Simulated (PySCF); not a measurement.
**EPR parameters of C5H11Si2**

C5H11Si2 (doublet state).
Cartesian coordinates in Å at the GFN2-xTB level; atoms count from 1:
```xyz
18
C5H11Si2 angstrom
C     -2.8354   -0.7561    0.0151
C     -2.0653    0.3505    0.6634
C     -0.7456    0.5195    0.6373
C      0.2555   -0.3300   -0.0301
Si     1.1539    0.6213   -1.4854
C      2.7960    0.4856   -0.4807
Si     1.9342   -0.5278    0.8997
H     -2.2800   -1.2086   -0.8023
H     -3.0709   -1.5342    0.7439
H     -3.7770   -0.3748   -0.3768
H     -2.6690    1.0614    1.2135
H     -0.3391    1.3896    1.1414
H     -0.1903   -1.2789   -0.3249
H      0.6770    1.9955   -1.7084
H      3.6210   -0.0224   -0.9734
H      3.1806    1.4504   -0.1536
H      1.9678    0.0847    2.2282
H      2.3778   -1.9193    0.9871
```

The hyperfine couplings belong to this conformer and change with its torsions.

Identity: `C/C=C\[C@H]1[SiH]C[SiH2]1` [radical].

Method used: PySCF, UKS B3LYP, pcH-1 on C H Si, non-relativistic, mean-field spin-orbit, GIAO. Geometry: GFN2-xTB, one conformer, isolated molecule. GFN2-xTB frequencies show an imaginary mode (42i cm⁻¹), so this geometry is no minimum at that level. Couplings are sensitive to structure, and on GFN2-xTB geometries they can be far from those on DFT ones, by a factor of two or more for some ions and for spin on atoms past the first row. The SCF solution wasn't tested for stability.

```
g1, g2, g3                      : 2.00189, 2.00327, 2.00462
g_iso                           : 2.00326
Form of g                       : rhombic: the two nearest values differ by 49 % of g3 − g1
⟨S²⟩                            : 0.7526 (exact 0.7500)
HOMO–LUMO gap, α and β orbitals : 5.06, 3.51 eV
Total energy                    : -776.11222 Eh
Basis functions                 : 305
```

Hyperfine couplings atom by atom, in MHz; T1 to T3 are the principal values of the dipolar part; ρ(0) is the spin density at the nucleus:

```csv
atom,isotope,a_iso,of which spin–orbit,T1,T2,T3,Mulliken spin population,ρ(0) (bohr⁻³)
C1,13C,-2.8,0.0,-0.2,0.0,0.2,-0.01,-0.0025
C2,13C,7.1,0.0,-6.7,-6.1,12.7,0.08,0.0064
C3,13C,6.8,0.0,-6.2,1.3,4.9,-0.04,0.0060
C4,13C,15.9,0.0,-6.6,-5.8,12.4,0.03,0.0141
Si5,29Si,-430.9,0.9,-161.1,79.8,81.3,0.86,0.4859
C6,13C,10.8,0.1,-5.7,-4.7,10.4,0.01,0.0096
Si7,29Si,-19.9,0.0,-2.0,0.8,1.2,0.00,0.0224
H8,1H,1.0,0.0,-1.3,-0.5,1.8,0.00,0.0002
H9,1H,11.6,0.0,-0.8,-0.4,1.2,0.00,0.0026
H10,1H,6.1,0.0,-0.8,-0.4,1.3,0.00,0.0014
H11,1H,-4.5,0.0,-3.3,-0.5,3.8,0.00,-0.0010
H12,1H,1.6,0.0,-2.0,-1.4,3.5,0.00,0.0003
H13,1H,13.6,0.0,-4.6,-2.9,7.5,0.00,0.0030
H14,1H,67.2,0.0,-8.6,1.2,7.4,0.02,0.0150
H15,1H,23.9,0.0,-4.6,-3.0,7.6,0.00,0.0053
H16,1H,22.8,0.0,-4.1,0.1,3.9,0.01,0.0051
H17,1H,10.0,0.0,-0.9,-0.8,1.7,0.01,0.0022
H18,1H,10.7,0.0,-1.2,-0.7,1.9,0.01,0.0024
```

Largest spin populations (Mulliken): Si5 (+0.86) and C2 (+0.08). No atom but Si5 exceeds +0.15. The angles at Si5 add up to 317.8°, so it is pyramidal.

Under fast tumbling the dipolar parts average out, and these isotropic splittings remain (the largest six): 1 × 1H (H14, I = 1/2, 2 lines) with 2.40 mT, 1 × 1H (H15, I = 1/2, 2 lines) with 0.85 mT, 1 × 1H (H16, I = 1/2, 2 lines) with 0.81 mT, 1 × 1H (H13, I = 1/2, 2 lines) with 0.49 mT, 1 × 1H (H18, I = 1/2, 2 lines) with 0.38 mT and 1 × 1H (H17, I = 1/2, 2 lines) with 0.36 mT.

Nuclei that the bonding pattern makes equivalent are averaged, as if the motion that swaps them (rotation, inversion, ring flip) were fast. The three 1H nuclei of mean +6.3 MHz run from 1.0 to 11.6 MHz in the frozen geometry.

The 13C coupling of C4 (15.9 MHz) shows only in satellite lines or after enrichment, since that isotope makes up about 1.07 % of natural carbon.

The 29Si coupling of Si5 (-430.9 MHz) shows only in satellite lines or after enrichment, since that isotope makes up about 4.7 % of natural silicon.

The spin density at the nucleus, in bohr⁻³, is negative for C1 (-0.0025) and H11 (-0.0010), for instance. A restricted open-shell determinant has no negative spin density anywhere; here it arises because α and β orbitals differ (spin polarisation).
